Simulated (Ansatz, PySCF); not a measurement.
CH8GeOSi, SMILES C[SiH2][O][GeH3]. Atoms are numbered in the order given.

```xyz
12

Si     1.5692    -0.0602    -0.4920
C      3.0229     0.3004     0.6311
O      0.1659     0.1686     0.3791
Ge    -1.5821     0.0349     0.0569
H      1.6375    -1.4648    -0.9962
H      1.5910     0.8470    -1.6786
H      3.0195    -0.3725     1.5037
H      3.9748     0.1604     0.0921
H      2.9854     1.3384     0.9989
H     -2.2752     0.4084     1.3737
H     -1.9060    -1.4137    -0.3545
H     -1.9597     1.0138    -1.0710
```
Charge 0, spin multiplicity 1.

The structure is a stationary point at TPSSh-D3(BJ)/def2-SVP. This is a generated structure with no PubChem entry under its InChIKey; it may be hypothetical. Other conformers were not sampled.

Two levels are set side by side: PBE-D3(BJ)/def2-SVP (Ansatz, a program for electronic structure) and TPSSh-D3(BJ)/def2-SVP (PySCF). Each level has its own optimised geometry; the coordinates shown are those of the second. Frequencies come from the Hessian of PySCF at each geometry. Differences are taken from unrounded values.

```tsv
quantity	TPSSh-D3(BJ)
mean bond length (Å)	1.476
bond Si1–C2 (Å)	1.872
bond Si1–O3 (Å)	1.667
bond O3–Ge4 (Å)	1.782
bond Si1–H5 (Å)	1.494
bond Si1–H6 (Å)	1.494
bond C2–H7 (Å)	1.102
bond C2–H8 (Å)	1.103
bond C2–H9 (Å)	1.102
bond Ge4–H10 (Å)	1.534
bond Ge4–H11 (Å)	1.540
bond Ge4–H12 (Å)	1.540
highest harmonic wavenumber (cm⁻¹)	3131
mean harmonic wavenumber (cm⁻¹)	1197
zero-point energy (kcal/mol)	51.34
```

Question: What does PBE-D3(BJ) give, and how far is it from TPSSh-D3(BJ)? (Estimate from the structure and the level; the computed values follow.)

Answer: 
| quantity | PBE-D3(BJ) | PBE-D3(BJ) minus TPSSh-D3(BJ) |
|---|---|---|
| mean bond length (Å) | 1.487 | 0.012 |
| bond Si1–C2 (Å) | 1.876 | 0.004 |
| bond Si1–O3 (Å) | 1.681 | 0.013 |
| bond O3–Ge4 (Å) | 1.799 | 0.016 |
| bond Si1–H5 (Å) | 1.511 | 0.017 |
| bond Si1–H6 (Å) | 1.511 | 0.017 |
| bond C2–H7 (Å) | 1.108 | 0.007 |
| bond C2–H8 (Å) | 1.109 | 0.007 |
| bond C2–H9 (Å) | 1.108 | 0.007 |
| bond Ge4–H10 (Å) | 1.547 | 0.012 |
| bond Ge4–H11 (Å) | 1.554 | 0.014 |
| bond Ge4–H12 (Å) | 1.554 | 0.014 |
| highest harmonic wavenumber (cm⁻¹) | 3085 | -45 |
| mean harmonic wavenumber (cm⁻¹) | 1157 | -40 |
| zero-point energy (kcal/mol) | 49.61 | -1.73 |

GGA bonds tend to be longer and softer than those of functionals with exact exchange. Differences between two approximate levels are no errors against the true value.
